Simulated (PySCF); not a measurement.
Two species compared at the same levels of theory.

First species: C₅H₉N₃Si.
Geometry (PBE0-D3(BJ)/def2-SVP, Å), atoms numbered from 1 in this order:
```xyz
18
C5H9N3Si angstrom
C     -3.0096   -0.1321   -0.3672
C     -2.1909   -0.2230    0.6791
C     -1.2698    0.8729    1.1206
N      0.1038    0.4204    1.2365
N      0.4877   -0.3668    2.2173
C      1.7652   -0.6098    1.9469
C      2.1158    0.0685    0.7589
Si     3.7376    0.1556   -0.1691
N      1.0155    0.7095    0.3391
H     -3.6810   -0.9513   -0.6365
H     -3.0414    0.7643   -0.9943
H     -2.1650   -1.1319    1.2910
H     -1.2641    1.7069    0.4080
H     -1.5674    1.2515    2.1113
H      2.3714   -1.2372    2.5974
H      3.6020   -0.4304   -1.5354
H      4.2038    1.5680   -0.2926
H      4.7469   -0.6303    0.6025
```

Second species: Ge(vinyl)(NMe2)3, C₈H₂₁GeN₃.
SMILES: `C=[CH][Ge]([N](C)C)([N](C)C)[N](C)C`

Levels: PBE0/def2-SVPD for HOMO energy, LUMO energy, HOMO–LUMO gap and static isotropic polarisability; TDDFT PBE0/def2-SVPD for lowest singlet excitation; TDA PBE0/def2-SVPD for lowest triplet excitation (Tamm–Dancoff). Geometries: PBE0-D3(BJ)/def2-SVP. All species are isolated and taken at one optimised geometry, non-relativistic unless stated; the electronic structure was computed with PySCF and density fitting.

Dipoles, sizes and rotational constants follow the conformer. The torsions of the flexible species, by atom-mapped SMILES:
- `[CH2:1]=[CH:2][CH2:3][n:4]1[n:5][cH:6][c:7]([SiH3:8])[n:9]1`: C1–C2–C3–N4 -126°, C2–C3–N4–N5 -73°

```json
{"property": "HOMO energy", "column X": "-7.68 eV", "column Y": "-5.89 eV"}
{"property": "LUMO energy", "column X": "-0.62 eV", "column Y": "-0.31 eV"}
{"property": "HOMO–LUMO gap", "column X": "7.06 eV", "column Y": "5.58 eV"}
{"property": "lowest singlet excitation", "column X": "6.12 eV", "column Y": "4.54 eV"}
{"property": "lowest triplet excitation (Tamm–Dancoff)", "column X": "4.34 eV", "column Y": "4.21 eV"}
{"property": "static isotropic polarisability", "column X": "108.9 au", "column Y": "153.5 au"}
```

Problem. Which column belongs to which species?

Solution. Column X is the first species and column Y the second. The first has 18 atoms and 74 electrons, the second 33 and 122.

Problem. How does each property change from the first species to the second?

Solution. HOMO energy +1.79 eV; LUMO energy +0.31 eV; HOMO–LUMO gap -1.48 eV; lowest singlet excitation -1.58 eV; lowest triplet excitation (Tamm–Dancoff) -0.13 eV; static isotropic polarisability +44.6 au.

On the first: The principal polarisabilities are 82.3, 102.8 and 141.5 au; their mean is the isotropic value. S1 lies 0.94 eV below the HOMO–LUMO gap; its leading configuration is HOMO→LUMO, weight 0.94.

On the second: The polarisability is 22.75 Å³ as a volume (1 au = 0.148185 Å³), or 1.26 au for each of the 122 electrons. The vertical singlet–triplet gap S1 − T1 is 0.33 eV (TDDFT singlet less Tamm–Dancoff triplet). The calculation is non-relativistic and has no spin–orbit coupling, an omission that weighs most on germanium.
